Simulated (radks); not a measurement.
Mo I, 42 electrons, occupied as [Kr] 4d6 (not the ground configuration). All-electron calculation, scalar-relativistic Kohn-Sham, r2SCAN, spin-polarised, spherical densities, finite nucleus; open shells are filled with parallel spins first (spin-orbit coupling, left out, can overturn this in heavy ions); meta-GGA in the generalised Kohn-Sham scheme; Fermi nuclear charge, rms radius 4.4091 fm. Program: a radial shooting solver on a logarithmic mesh with Libxc functionals. Some entries of the table are withheld. Estimate them.

orbital  occ.  eigenvalue (hartree)  <1/r> (bohr^-1)  r(max) (bohr)
1s down     1             -729.9674            43.54        0.02287
1s up       1             -729.9662            43.54        0.02287
2s up       1             -103.4694            9.820         0.1295
2s down     1             -103.4495            9.821         0.1295
2p up       3             -92.39373            9.532         0.1036
2p down     3             -92.37961            9.533         0.1036
3s up       1             -17.73077            3.377         0.3830
3s down     1             -17.72491            3.375         0.3830
3p up       3             -14.06711            3.206         0.3768
3p down     3             -14.05935            3.205         0.3769
3d up       5                   (1)            2.967         0.3234
3d down     5                   (2)            2.966         0.3237
4s up       1              -2.38610            1.212         0.9957
4s down     1              -2.29198            1.225         0.9880
4p up       3              -1.42074            1.068          1.079
4p down     3              -1.31268            1.083          1.070
4d up       5              -0.12454           0.6778            (3)
4d down     1              -0.01622           0.5723            (4)

Answer. 
(1) 3d up eigenvalue (hartree): -8.12701
(2) 3d down eigenvalue (hartree): -8.11147
(3) 4d up r(max) (bohr): 1.407
(4) 4d down r(max) (bohr): 1.399
